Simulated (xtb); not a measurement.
SSi, charge +1, quartet, geometry from GFN2-xTB of the parent state (a state made from the parent by changing its charge; the spin is typed, not shown lowest); GFN1-xTB (xtb).

The xtb input:
```
$ xtb mol.xyz --gfn 1 --chrg 1 --uhf 3 --json

# file mol.xyz
2

Si    -0.00000000    -0.00000000    -1.06660351
S      0.00000000     0.00000000     0.93327807
```

It wrote (shortened):

```
   ID    Z sym.   atoms
    1   14 Si     1
    2   16 S      2

           -------------------------------------------------
          |                Calculation Setup                |
           -------------------------------------------------

           -------------------------------------------------
          |                 G F N 1 - x T B                 |
           -------------------------------------------------

          ...................................................
          :                      SETUP                      :
          :.................................................:
          :  # basis functions                  20          :
          :  # atomic orbitals                  18          :
          :  # shells                            6          :
          :  # electrons                         9          :
          :  # halogen bonds                     0          :
          :  max. iterations                   250          :
          :  Hamiltonian                  GFN1-xTB          :
          :  restarted?                      false          :
          :  GBSA solvation                  false          :
          :  PC potential                    false          :
          :  electronic temp.          300.0000000     K    :
          :  accuracy                    1.0000000          :
          :  -> integral cutoff          0.2500000E+02      :
          :  -> integral neglect         0.1000000E-07      :
          :  -> SCF convergence          0.1000000E-05 Eh   :
          :  -> wf. convergence          0.2000000E-04 e    :
          :  Broyden damping             0.4000000          :
          :  net charge                          1          :
          :  unpaired electrons                  3          :
          ...................................................

 iter      E             dE          RMSdq      gap      omega  full diag
   1     -4.8442259 -0.484423E+01  0.466E+00    0.00       0.0  T
   2     -4.8439848  0.241160E-03  0.268E+00    0.00       1.0  T
   3     -4.8136458  0.303389E-01  0.232E+00    0.00       1.0  T
   4     -4.8483761 -0.347303E-01  0.131E-01    0.00       1.0  T
   5     -4.8483789 -0.273621E-05  0.614E-02    0.00       1.2  T
   6     -4.8483835 -0.461764E-05  0.541E-03    0.00      13.1  T
   7     -4.8483836 -0.684813E-07  0.182E-04    0.00     389.0  T
   8     -4.8483836 -0.182121E-10  0.108E-04    0.00     656.8  T

[...]
         :: total energy              -4.822283548207 Eh    ::
[...]
         3        1.5000           -0.7648246             -20.8119
         4        1.5000           -0.7648246             -20.8119
         5        1.0000           -0.7090884             -19.2953
         6        0.5000           -0.5260794             -14.3154 (HOMO)
         7        0.5000           -0.5260794             -14.3154 (LUMO)
         8                         -0.4633059             -12.6072
         9                         -0.4176331             -11.3644
        10                         -0.4176331             -11.3644
        11                         -0.3883472             -10.5675
        12                         -0.3883472             -10.5675
        13                         -0.3674464              -9.9987
        14                         -0.3674464              -9.9987
        15                         -0.3543692              -9.6429
        16                         -0.1935099              -5.2657
        17                         -0.1935099              -5.2657
        18                          0.6320238              17.1982
      -------------------------------------------------------------
                  HL-Gap            0.0000000 Eh            0.0000 eV
             Fermi-level           -0.6454520 Eh          -17.5636 eV

  Mulliken/CM5 charges         n(s)   n(p)   n(d)
     1Si    0.71355  0.67841   1.637  1.262  0.388
     2S     0.28645  0.32159   1.931  3.723  0.060

Wiberg/Mayer (AO) data.
largest (>0.10) Wiberg bond orders for each atom

 ---------------------------------------------------------------------------
     #   Z sym  total        # sym  WBO       # sym  WBO       # sym  WBO
 ---------------------------------------------------------------------------
     1  14 Si   1.427 --     2 S    1.427
     2  16 S    1.427 --     1 Si   1.427
 ---------------------------------------------------------------------------

Topologies differ in total number of bonds
Writing topology from bond orders to xtbtopo.mol

 dipole moment from electron density (au)
     X       Y       Z
   0.0000  -0.0000  -1.2332  total (Debye):    3.135

           -------------------------------------------------
          | TOTAL ENERGY               -4.822283548207 Eh   |
          | GRADIENT NORM               0.077821596608 Eh/α |
          | HOMO-LUMO GAP               0.000000000000 eV   |
           -------------------------------------------------

normal termination of xtb
```
